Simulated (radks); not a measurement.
The numbers below are computed, except where a source is named.
Excited configurations of Sr2+: one electron is placed in a higher orbital outside [Ar] 3d10 4s2 4p5. The ground configuration is [Kr]. Code: a radial shooting solver on a logarithmic mesh with Libxc functionals. Model: Dirac Kohn-Sham, PBE, spin-unpolarised, spherical densities, point nucleus; open shells fill j = l - 1/2 first. Excitation = E - E(ground); binding = E(ion) - E, where the ion is the core of charge +3; n* = 3/sqrt(2 binding) in atomic units, and the quantum defect is n - n*.

outer orbital	excitation (eV)	binding (eV)	quantum defect	eigenvalue (eV)	<r> (bohr)
4f5/2	34.769	8.080	0.107	-6.316	5.453
5s1/2	23.907	18.942	2.457	-15.845	3.370
5f5/2	37.380	5.469	0.268	-4.489	9.329
6s1/2	32.961	9.887	2.481	-8.478	6.391
6d3/2	36.839	6.010	1.486	-5.085	9.524
6f5/2	38.992	3.857	0.365	-3.262	14.26

The Delta-SCF ionisation energy is 42.849 eV (NIST Atomic Spectra Database: 42.884 eV, measured). Self-interaction in the functional shifts the binding energies and quantum defects, so they are the method's values and not measured ones. Spin polarisation and multiplet splitting are left out, so open shells lie too high by an amount that depends on their filling.

Beside tabulated values, note that spin-unpolarised runs miss the spin-polarisation part of the exchange energy of open shells.
